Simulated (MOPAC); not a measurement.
MOPAC input (AM1):

```
AM1 1SCF GEO-OK AUX(PRECISION=9) THREADS=1
CH3F3Ge

F    -1.36357600 1    0.85510700 1   -0.91813800 1
C    -0.85669000 1   -0.02225300 1   -0.02148800 1
F    -1.40134000 1    0.28436800 1    1.17851900 1
F    -1.32293400 1   -1.24565800 1   -0.36291400 1
Ge    1.15959200 1    0.03012100 1    0.02908500 1
H     1.60906300 1   -0.99721200 1    1.07167900 1
H     1.56164500 1    1.45382400 1    0.42387900 1
H     1.65312300 1   -0.33131100 1   -1.37456400 1
```

From the output:

```
                                                       MOPAC v23.2.5 Linux

          FINAL HEAT OF FORMATION =       -139.31061 KCAL/MOL =    -582.87559 KJ/MOL

          COSMO AREA              =        118.67 SQUARE ANGSTROMS
          COSMO VOLUME            =        108.65 CUBIC ANGSTROMS

          IONIZATION POTENTIAL    =         11.397278 EV
          HOMO LUMO ENERGIES (EV) =        -11.397 -0.956
          NO. OF FILLED LEVELS    =         16
          MOLECULAR WEIGHT        =        144.6199         POINT GROUP:  C3v

          MOLECULAR DIMENSIONS (Angstroms)

            Atom       Atom       Distance
            H     7    F     4     4.02828
            F     3    H     8     3.82085
            F     1    H     6     3.70864

          SCF CALCULATIONS        =          1

   ATOM   CHEMICAL          X               Y               Z
  NUMBER   SYMBOL      (ANGSTROMS)     (ANGSTROMS)     (ANGSTROMS)

     1       F         -1.36357600  *   0.85510700  *  -0.91813800  *
     2       C         -0.85669000  *  -0.02225300  *  -0.02148800  *
     3       F         -1.40134000  *   0.28436800  *   1.17851900  *
     4       F         -1.32293400  *  -1.24565800  *  -0.36291400  *
     5      Ge          1.15959200  *   0.03012100  *   0.02908500  *
     6       H          1.60906300  *  -0.99721200  *   1.07167900  *
     7       H          1.56164500  *   1.45382400  *   0.42387900  *
     8       H          1.65312300  *  -0.33131100  *  -1.37456400  *

                             CARTESIAN COORDINATES

   1    F       -1.363576000     0.855107000    -0.918138000
   2    C       -0.856690000    -0.022253000    -0.021488000
   3    F       -1.401340000     0.284368000     1.178519000
   4    F       -1.322934000    -1.245658000    -0.362914000
   5   Ge        1.159592000     0.030121000     0.029085000
   6    H        1.609063000    -0.997212000     1.071679000
   7    H        1.561645000     1.453824000     0.423879000
   8    H        1.653123000    -0.331311000    -1.374564000

           Empirical Formula: C H3 F3 Ge  =     8 atoms

      MOLECULAR POINT GROUP   :   C3v

                  EIGENVALUES
 -52.44474 -48.78502 -48.78501 -26.02844 -19.67801 -19.29046 -19.29046 -15.25027
 -15.25027 -15.19436 -14.59760 -14.33464 -14.33464 -12.35945 -12.35945 -11.39728
  -0.95627   0.16564   0.16564   1.84514   3.53964   3.77719   3.77719

              NET ATOMIC CHARGES AND DIPOLE CONTRIBUTIONS

  ATOM NO.   TYPE          CHARGE      No. of ELECS.   s-Pop       p-Pop
    1          F          -0.174861        7.1749     1.91698     5.25788
    2          C           0.211774        3.7882     1.27395     2.51428
    3          F          -0.174861        7.1749     1.91698     5.25788
    4          F          -0.174861        7.1749     1.91698     5.25788
    5         Ge           0.438834        3.5612     0.89992     2.66125
    6          H          -0.042008        1.0420     1.04201
    7          H          -0.042008        1.0420     1.04201
    8          H          -0.042008        1.0420     1.04201
 DIPOLE           X         Y         Z       TOTAL
 POINT-CHG.     4.033     0.105     0.101     4.035
 HYBRID        -1.136    -0.030    -0.028     1.137
 SUM            2.897     0.075     0.073     2.899

          ATOMIC ORBITAL ELECTRON POPULATIONS

     Atom    s        px        py        pz
    1  F   1.91698   1.88479   1.69224   1.68085
    2  C   1.27395   1.04079   0.73675   0.73674
    3  F   1.91698   1.87146   1.92379   1.46263
    4  F   1.91698   1.89804   1.44365   1.91618
    5 Ge   0.89992   0.73086   0.96519   0.96520
    6  H   1.04201
    7  H   1.04201
    8  H   1.04201

 **********************
 *                    *
 * JOB ENDED NORMALLY *
 *                    *
 **********************

 == MOPAC DONE ==
```

The geometry given is a B3LYP-D3(BJ)/def2-TZVP minimum.
